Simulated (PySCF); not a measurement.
F₂H₂HfS₂, multiplicity 1. Atoms are numbered in the order given.

```xyz
7

Hf     0.0000     0.0000     0.2124
F      0.0000    -1.5119     1.3776
F      0.0000     1.5119     1.3776
S     -1.9764     0.0000    -1.2403
H     -2.8482     0.0000    -0.2000
S      1.9764     0.0000    -1.2403
H      2.8482     0.0000    -0.2000
```

Geometry optimised at B3LYP-D3(BJ)/def2-SVP. A frequency run showed that this geometry is not a minimum. The spin state was assumed, not searched. The structure was generated by enumeration; whether it is a known compound was not checked. The def2 effective core potentials stand for the cores of Hf; spin–orbit coupling is left out. Other conformers were not sampled.

Calculation: TDA-PBE/def2-SVPD (PySCF).

Vertical excitations.  State labels are in the subgroup C2v.

Computed UV-visible absorptions:
```
state  symmetry  energy (eV)  λ (nm)      f                              main pairs
-----  --------  -----------  ------  -----  --------------------------------------
S1           A2         3.74     332  0.000                         HOMO→LUMO 100 %
S2           B2         3.74     331  0.000                       HOMO−1→LUMO 100 %
S3           B1         4.59     270  0.003    HOMO−2→LUMO 86 %, HOMO−1→LUMO+1 14 %
S4           A1         4.99     248  0.007      HOMO→LUMO+1 67 %, HOMO−3→LUMO 28 %
S5           B1         5.07     244  0.062                      HOMO−1→LUMO+1 77 %
S6           A2         5.21     238  0.000                      HOMO−1→LUMO+2 99 %
S7           B2         5.23     237  0.003                        HOMO→LUMO+2 98 %
S8           A1         5.46     227  0.022      HOMO−3→LUMO 64 %, HOMO→LUMO+1 16 %
S9           A2         5.48     226  0.000                        HOMO→LUMO+3 98 %
S10          B2         5.53     224  0.052  HOMO−1→LUMO+3 85 %, HOMO−2→LUMO+1 13 %
T1           A2         3.59     346      0                         HOMO→LUMO 100 %
T2           B2         3.60     344      0                       HOMO−1→LUMO 100 %
T3           B1         4.23     293      0                        HOMO−2→LUMO 98 %
T4           A1         4.44     279      0                        HOMO→LUMO+1 90 %
```
Triplets are in the Tamm–Dancoff approximation.
